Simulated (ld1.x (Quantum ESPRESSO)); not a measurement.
# Ranking TM potentials for phosphorus

All share these settings but for the change named:

- Element: phosphorus (P)
- Generator: ld1.x (Quantum ESPRESSO) 7.5
- Type: norm-conserving Troullier–Martins (Kleinman–Bylander form)
- Functional: PBE
- Relativity: scalar-relativistic
- Frozen core: [Ne]
- Valence charge: 5
- Reference configuration: 3s2 3p3
- Partial waves: 3s (bound): rc 1.30 bohr; 3p (bound): rc 1.60 bohr
- Local potential: all-electron potential smoothed inside 1.40 bohr (lloc = -2)
- Core correction: a·sin(br)/r model core, default radius (core density twice the valence density)

Cutoff: the first of the cutoffs (Ry, on a coarse ladder) from which the occupation-weighted sum of valence levels, in a spherical-Bessel basis at the reference potential, stays within 10 and 1 mRy of its value at 400 Ry; the density cutoff is not measured.

The base gives 35 Ry.

Of 9 variants that were run, those that failed, showed a ghost or another fault, or gave nearly equal values are left out.

A variant can come out equal or close to the base.

Problem. Rank these variants from softest to hardest (loose cutoff).
A. wave 3s (bound): rc 1.30 bohr becomes 3s (bound): rc 1.56 bohr
B. type ultrasoft; waves now 3s (bound): rcut 1.15, rcutus 1.30 bohr; 3s channel at -0.1 Ry: rcut 1.15, rcutus 1.30 bohr; 3p (bound): rcut 1.40, rcutus 1.60 bohr; 3p channel at 2.1 Ry: rcut 1.40, rcutus 1.60 bohr; local potential all-electron potential smoothed inside 1.35 bohr (lloc = -2); augmentation built from norm-conserving waves at rcut, not smoothed further
C. type RRKJ; local potential all-electron potential smoothed inside 1.50 bohr (lloc = -1); rho0 0.005
D. local potential all-electron potential smoothed inside 1.86 bohr (lloc = -2)
E. local potential the s channel

Solution. B (18 Ry), A (21 Ry), C (25 Ry), D (35 Ry), E (40 Ry).
